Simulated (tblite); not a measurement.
Compound: C2H11NOSi3.
SMILES with atom numbers: `[CH2:1]=[CH:2][SiH2:3][N:4]([SiH3:5])[SiH2:6][OH:7]` (hydrogens: H8, H9 on C1; H10 on C2; H11, H12 on Si3; H13, H14, H15 on Si5; H16, H17 on Si6; H18 on O7)

The geometry is computed with GFN2-xTB (gas phase).

(1) What internal coordinates does the optimisation give?

## Answers

(1) 
| bond | length (Å) | order |
| --- | --- | --- |
| C1=C2 | 1.323 | double |
| C2–Si3 | 1.885 | single |
| Si3–N4 | 1.745 | single |
| N4–Si5 | 1.741 | single |
| N4–Si6 | 1.745 | single |
| Si6–O7 | 1.622 | single |
| C1–H8 | 1.080 | single |
| C1–H9 | 1.079 | single |
| C2–H10 | 1.084 | single |
| Si3–H11, Si3–H12 | 1.467 | single |
| Si5–H13, Si5–H14, Si5–H15 | 1.465 | single |
| Si6–H16, Si6–H17 | 1.459 | single |
| O7–H18 | 0.953 | single |

Bonds in one row agree within 0.01 Å and their mean is given. Orders are formal, as drawn. A selection of angles:
| angle | degrees |
| --- | --- |
| C2–C1–H8 | 123.1 |
| C2–C1–H9 | 120.9 |
| H8–C1–H9 | 116.0 |
| C1–C2–Si3 | 125.1 |
| C1–C2–H10 | 118.4 |
| Si3–C2–H10 | 116.5 |
| C2–Si3–N4 | 110.0 |
| C2–Si3–H11 | 109.9 |
| N4–Si3–H11 | 108.1 |
| N4–Si3–H12 | 109.1 |
| H11–Si3–H12 | 110.1 |
| Si3–N4–Si5 | 119.7 |
| Si3–N4–Si6 | 118.5 |
| Si5–N4–Si6 | 121.1 |
| N4–Si5–H13 | 109.0 |
| N4–Si5–H15 | 107.5 |
| H13–Si5–H14 | 110.4 |
| H14–Si5–H15 | 110.5 |
| N4–Si6–O7 | 111.7 |
| N4–Si6–H16 | 106.7 |
| N4–Si6–H17 | 112.3 |
| O7–Si6–H16 | 110.7 |
| O7–Si6–H17 | 101.2 |
| H16–Si6–H17 | 114.4 |
| Si6–O7–H18 | 120.9 |

Torsions: C1–C2–Si3–N4 -3° (synperiplanar); C2–Si3–N4–Si5 112° (anticlinal); Si3–N4–Si6–O7 151° (antiperiplanar); H18–O7–Si6–N4 -49° (synclinal). The mirror-image conformer, all signs reversed, is as good.

Si5 (SiH3 silicon) is tetrahedral (angles from 107.5° to 110.5°). Si6 (oxygen-bound silicon) is distorted tetrahedral (angles from 101.2° to 114.4°). Si3 (SiH2 silicon) is tetrahedral (angles from 108.1° to 110.1°). Of the pairs four or more bonds apart, Si6···H9 is among the closest relative to their van der Waals radii: 3.22 Å, 98 % of the sum of Bondi's values. N4 (nitrogen bridging silicon atoms) is planar (angles 121.1°, 119.7° and 118.5°, sum 359.4°, 0.08 Å off the plane of its three neighbours).

Point group: C1 (no symmetry element, even within 0.4 Å). Its lowest GFN2-xTB frequency is 8 cm⁻¹, too small to tell a flat minimum from a shallow saddle. One conformer, not necessarily the lowest (C1–C2–Si3–N4 -3°, C2–Si3–N4–Si5 112°, Si3–N4–Si6–O7 151°, N4–Si6–O7–H -49°).

Time: 3.6 s wall. Hardware: Intel Xeon at 2.50 GHz, one thread, on a shared host. This is the geometry optimisation.
